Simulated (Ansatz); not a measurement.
**Ligand exchange: C2H6AlBr + SnH3(SH) → C2H7AlS + SnH3Br**

Species: C2H6AlBr `C[CH2][AlH][Br]`, singlet; SnH3(SH), singlet; C2H7AlS `C[CH2][AlH][SH]`, singlet; SnH3Br `[Br][SnH3]`, singlet. The partners trade Br for SH: Al–Br and Sn–SH bonds give way to Al–SH and Sn–Br.

Shapes, held fixed at every level: PBE0-D4/def2-TZVP. Flexible molecules stand in one conformer, not always the lowest. Programs: Ansatz 0.2.0. The zero-point and thermal change to 298 K, harmonic and unscaled (PBE0-D4/def2-TZVP), is +0.3 kJ/mol.

| level | kind | ΔH(298 K) (kJ/mol) | less CCSD(T)/def2-TZVPP |
| --- | --- | --- | --- |
| SPW92/def2-TZVPP | LDA | +1.8 | -4.2 |
| r2SCAN0-D4/def2-TZVPP | global hybrid | +3.0 | -3.0 |
| wB97X-V/def2-TZVPP | range-separated hybrid | +2.8 | -3.2 |
| B2PLYP/def2-TZVPP | double hybrid | +4.0 | -2.0 |
| MP2/def2-TZVPP | perturbation theory | +7.5 | +1.5 |
| CCSD/def2-SVP | coupled cluster or CI | +3.2 | -2.8 |
| CCSD/def2-TZVPP | coupled cluster or CI | +6.1 | +0.1 |
| CCSD(T)/def2-TZVPP | coupled cluster or CI | +6.0 | 0.0 |

The highest level, CCSD(T)/def2-TZVPP, gives ΔH(298 K) = +6.0 kJ/mol; the levels span +1.8 to +7.5. The column of differences is taken from that level and isn't an error. No measured value is set beside it here. For atoms past krypton def2 sets carry core potentials with scalar relativity. Relativity is left out for Br unless named. Correlated rows may include outer-core shells of Br, Sn, which these sets cover unevenly.
